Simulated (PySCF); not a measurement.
Cl4Sn, charge +1, doublet, geometry from GFN2-xTB (such geometries of metal compounds can be far from the true shape) (a state made from the parent by changing its charge; the spin is typed, not shown lowest) (all electrons, no relativity); HF/STO-3G in PySCF.

Input for PySCF:
```python
from pyscf import gto, scf

mol = gto.Mole()
mol.atom = '''
    Cl   -1.82558427   -0.85600887   -1.20519262
    Sn   -0.00000000   -0.00000000    0.00000000
    Cl   -0.32121253    2.29533565    0.38243318
    Cl    1.97257233   -0.31954876   -1.23484630
    Cl    0.17422447   -1.11977802    2.05760574
'''
mol.basis = 'sto-3g'
mol.charge = 1
mol.spin = 1
mol.verbose = 4
mol.build()

mf = scf.UHF(mol)
mf.kernel()
mf.analyze()
```

Q: Write the output that PySCF gives for this input, abridged.

A: 
```
PySCF version 2.14.0

[INPUT] verbose = 4
[INPUT] num. atoms = 5
[INPUT] num. electrons = 117
[INPUT] charge = 1
[INPUT] spin (= nelec alpha-beta = 2S) = 1
[INPUT] symmetry False subgroup None
[INPUT] Mole.unit = angstrom
[INPUT] Symbol           X                Y                Z      unit          X                Y                Z       unit  Magmom
[...]
nuclear repulsion = 1005.13798373324
number of shells = 31
number of NR pGTOs = 189
number of NR cGTOs = 63
basis = sto-3g
ecp = {}

******** <class 'pyscf.scf.uhf.UHF'> ********
method = UHF
initial guess = minao
damping factor = 0
level_shift factor = 0
DIIS = <class 'pyscf.scf.diis.CDIIS'>
diis_start_cycle = 1
diis_space = 8
diis_damp = 0
SCF conv_tol = 1e-09
SCF conv_tol_grad = None
SCF max_cycles = 50
direct_scf = True
direct_scf_tol = 1e-13
number electrons alpha = 59  beta = 58
Set gradient conv threshold to 3.16228e-05
init E= -7763.6585536379

cycle= 1 E= -7781.46985697369  delta_E= -17.8  |g|= 0.172  |ddm|= 2.28
cycle= 2 E= -7781.4906491454  delta_E= -0.0208  |g|= 0.0292  |ddm|= 0.313
cycle= 3 E= -7781.49412110159  delta_E= -0.00347  |g|= 0.0216  |ddm|= 0.16
cycle= 4 E= -7781.49617947323  delta_E= -0.00206  |g|= 0.0211  |ddm|= 0.0955
cycle= 5 E= -7781.49828454079  delta_E= -0.00211  |g|= 0.0218  |ddm|= 0.0961
cycle= 6 E= -7781.49364144482  delta_E= 0.00464  |g|= 0.017  |ddm|= 0.233
cycle= 7 E= -7781.49028327782  delta_E= 0.00336  |g|= 0.00917  |ddm|= 0.347
cycle= 8 E= -7781.49040272562  delta_E= -0.000119  |g|= 0.00801  |ddm|= 0.0493
cycle= 9 E= -7781.49078682501  delta_E= -0.000384  |g|= 0.00722  |ddm|= 0.0563
cycle= 10 E= -7781.491362224  delta_E= -0.000575  |g|= 0.00731  |ddm|= 0.0856
cycle= 11 E= -7781.49142930336  delta_E= -6.71e-05  |g|= 0.00745  |ddm|= 0.0127
cycle= 12 E= -7781.49144525682  delta_E= -1.6e-05  |g|= 0.00788  |ddm|= 0.104
cycle= 13 E= -7781.49202771577  delta_E= -0.000582  |g|= 0.00831  |ddm|= 0.0793
cycle= 14 E= -7781.49289305136  delta_E= -0.000865  |g|= 0.00471  |ddm|= 0.287
cycle= 15 E= -7781.49303652268  delta_E= -0.000143  |g|= 0.00322  |ddm|= 0.0577
cycle= 16 E= -7781.49303160402  delta_E= 4.92e-06  |g|= 0.00314  |ddm|= 0.0442
cycle= 17 E= -7781.49312187096  delta_E= -9.03e-05  |g|= 0.00436  |ddm|= 0.129
cycle= 18 E= -7781.49314916803  delta_E= -2.73e-05  |g|= 0.00225  |ddm|= 0.0247
cycle= 19 E= -7781.4931655156  delta_E= -1.63e-05  |g|= 0.00102  |ddm|= 0.0228
cycle= 20 E= -7781.4931894812  delta_E= -2.4e-05  |g|= 0.00098  |ddm|= 0.023
cycle= 21 E= -7781.49320158641  delta_E= -1.21e-05  |g|= 0.000864  |ddm|= 0.0178
cycle= 22 E= -7781.49322644511  delta_E= -2.49e-05  |g|= 0.000735  |ddm|= 0.0272
cycle= 23 E= -7781.49324147036  delta_E= -1.5e-05  |g|= 0.000698  |ddm|= 0.0187
cycle= 24 E= -7781.49329243482  delta_E= -5.1e-05  |g|= 0.000749  |ddm|= 0.0728
cycle= 25 E= -7781.49330211593  delta_E= -9.68e-06  |g|= 0.000607  |ddm|= 0.0187
cycle= 26 E= -7781.49333586327  delta_E= -3.37e-05  |g|= 0.000997  |ddm|= 0.0793
cycle= 27 E= -7781.49333434493  delta_E= 1.52e-06  |g|= 0.000933  |ddm|= 0.00496
cycle= 28 E= -7781.49333427863  delta_E= 6.63e-08  |g|= 0.000992  |ddm|= 0.00098
cycle= 29 E= -7781.4933367362  delta_E= -2.46e-06  |g|= 0.00107  |ddm|= 0.00624
cycle= 30 E= -7781.49333785468  delta_E= -1.12e-06  |g|= 0.00133  |ddm|= 0.00457
cycle= 31 E= -7781.4933380059  delta_E= -1.51e-07  |g|= 0.00109  |ddm|= 0.00265
cycle= 32 E= -7781.49333485504  delta_E= 3.15e-06  |g|= 0.000436  |ddm|= 0.0132
cycle= 33 E= -7781.49334049862  delta_E= -5.64e-06  |g|= 0.000498  |ddm|= 0.0206
cycle= 34 E= -7781.4933364401  delta_E= 4.06e-06  |g|= 0.000327  |ddm|= 0.0131
cycle= 35 E= -7781.49333577439  delta_E= 6.66e-07  |g|= 0.000308  |ddm|= 0.00222
cycle= 36 E= -7781.49333737126  delta_E= -1.6e-06  |g|= 0.000286  |ddm|= 0.00548
cycle= 37 E= -7781.49334604456  delta_E= -8.67e-06  |g|= 0.000245  |ddm|= 0.0328
cycle= 38 E= -7781.4933514911  delta_E= -5.45e-06  |g|= 0.000278  |ddm|= 0.0269
cycle= 39 E= -7781.49335564133  delta_E= -4.15e-06  |g|= 0.000189  |ddm|= 0.0306
cycle= 40 E= -7781.49335782075  delta_E= -2.18e-06  |g|= 0.000249  |ddm|= 0.0225
cycle= 41 E= -7781.49335895716  delta_E= -1.14e-06  |g|= 0.000253  |ddm|= 0.0214
cycle= 42 E= -7781.49335962131  delta_E= -6.64e-07  |g|= 0.000104  |ddm|= 0.00968
cycle= 43 E= -7781.4933597635  delta_E= -1.42e-07  |g|= 9.93e-05  |ddm|= 0.00195
cycle= 44 E= -7781.49335977242  delta_E= -8.93e-09  |g|= 7.55e-05  |ddm|= 0.00198
cycle= 45 E= -7781.49335981078  delta_E= -3.84e-08  |g|= 8.69e-05  |ddm|= 0.00104
cycle= 46 E= -7781.49335969032  delta_E= 1.2e-07  |g|= 7.92e-05  |ddm|= 0.00339
cycle= 47 E= -7781.49335969053  delta_E= -2.09e-10  |g|= 5.02e-05  |ddm|= 0.000942
cycle= 48 E= -7781.49335988958  delta_E= -1.99e-07  |g|= 3.04e-05  |ddm|= 0.00578
cycle= 49 E= -7781.49335994549  delta_E= -5.59e-08  |g|= 2.88e-05  |ddm|= 0.00183
cycle= 50 E= -7781.49335998497  delta_E= -3.95e-08  |g|= 2.83e-05  |ddm|= 0.00132
SCF not converged.
SCF energy = -7781.49335998497 after 50 cycles  <S^2> = 0.75739094  2S+1 = 2.0073773
**** SCF Summaries ****
Total Energy =                       -7781.493359984971903
Nuclear Repulsion Energy =            1005.137983733236524
One-electron Energy =               -12737.299568451671803
Two-electron Energy =                 3950.668224733462466
Two-electron Coulomb Energy =         4220.167883388861810
DFT Exchange-Correlation Energy =     -269.499658655399344
**** MO energy ****
                             alpha | beta                alpha | beta
[...]
To work with the spin densities directly, `use mulliken_meta_spin()` only printing them here.

 ** Mulliken spin pop alpha/beta on meta-lowdin orthogonal AOs **
 ** Mulliken Spin Density (per AO)  **
spin_pop of  0 Cl 1s        0.00000
spin_pop of  0 Cl 2s       -0.00000
spin_pop of  0 Cl 3s        0.00151
spin_pop of  0 Cl 2px       0.00000
spin_pop of  0 Cl 2py       0.00001
spin_pop of  0 Cl 2pz       0.00000
spin_pop of  0 Cl 3px       0.11926
spin_pop of  0 Cl 3py       0.17760
spin_pop of  0 Cl 3pz       0.06408
spin_pop of  1 Sn 1s       -0.00000
spin_pop of  1 Sn 2s       -0.00000
spin_pop of  1 Sn 3s       -0.00000
spin_pop of  1 Sn 4s       -0.00002
spin_pop of  1 Sn 5s       -0.01355
spin_pop of  1 Sn 2px      -0.00000
spin_pop of  1 Sn 2py      -0.00000
spin_pop of  1 Sn 2pz      -0.00000
spin_pop of  1 Sn 3px       0.00000
spin_pop of  1 Sn 3py       0.00000
spin_pop of  1 Sn 3pz       0.00000
spin_pop of  1 Sn 4px      -0.00001
spin_pop of  1 Sn 4py      -0.00001
spin_pop of  1 Sn 4pz      -0.00000
spin_pop of  1 Sn 5px      -0.02559
spin_pop of  1 Sn 5py      -0.02087
spin_pop of  1 Sn 5pz      -0.00992
spin_pop of  1 Sn 3dxy     -0.00000
spin_pop of  1 Sn 3dyz      0.00000
spin_pop of  1 Sn 3dz^2     0.00000
spin_pop of  1 Sn 3dxz      0.00000
spin_pop of  1 Sn 3dx2-y2   -0.00000
spin_pop of  1 Sn 4dxy     -0.00005
spin_pop of  1 Sn 4dyz      0.00001
spin_pop of  1 Sn 4dz^2     0.00002
spin_pop of  1 Sn 4dxz     -0.00002
spin_pop of  1 Sn 4dx2-y2   -0.00007
spin_pop of  2 Cl 1s        0.00000
spin_pop of  2 Cl 2s       -0.00000
spin_pop of  2 Cl 3s        0.00141
spin_pop of  2 Cl 2px       0.00002
spin_pop of  2 Cl 2py      -0.00000
spin_pop of  2 Cl 2pz      -0.00000
spin_pop of  2 Cl 3px       0.33485
spin_pop of  2 Cl 3py       0.01288
spin_pop of  2 Cl 3pz       0.00091
spin_pop of  3 Cl 1s        0.00000
spin_pop of  3 Cl 2s       -0.00000
spin_pop of  3 Cl 3s        0.00149
spin_pop of  3 Cl 2px       0.00000
spin_pop of  3 Cl 2py       0.00001
spin_pop of  3 Cl 2pz       0.00000
spin_pop of  3 Cl 3px       0.04883
spin_pop of  3 Cl 3py       0.26374
spin_pop of  3 Cl 3pz       0.04655
spin_pop of  4 Cl 1s       -0.00000
spin_pop of  4 Cl 2s       -0.00000
spin_pop of  4 Cl 3s       -0.00011
spin_pop of  4 Cl 2px      -0.00000
spin_pop of  4 Cl 2py      -0.00000
spin_pop of  4 Cl 2pz      -0.00000
spin_pop of  4 Cl 3px      -0.00103
spin_pop of  4 Cl 3py      -0.00087
spin_pop of  4 Cl 3pz      -0.00105
 ** Mulliken Spin Density (per atom)  **
spin density of  0 Cl =      0.36246
spin density of  1 Sn =     -0.07009
spin density of  2 Cl =      0.35006
spin density of  3 Cl =      0.36063
spin density of  4 Cl =     -0.00306
 ** Mulliken pop alpha/beta on meta-lowdin orthogonal AOs **
 ** Mulliken pop       alpha | beta **
In total            59.00000 | 58.00000
 ** Mulliken atomic charges   ( Nelec_alpha | Nelec_beta ) **
charge of  0Cl =     -0.02221  (     8.69234      8.32988 )
charge of  1Sn =      1.26981  (    24.33005     24.40014 )
charge of  2Cl =     -0.02843  (     8.68925      8.33919 )
charge of  3Cl =     -0.02315  (     8.69189      8.33126 )
charge of  4Cl =     -0.19602  (     8.59648      8.59954 )

WARN: System has nonzero charge 1; the dipole moment is origin-dependent.
Location of origin: [0. 0. 0.]

Dipole moment(X, Y, Z, Debye): -0.16842,  1.00881, -2.01848
```

Convergence was not reached.
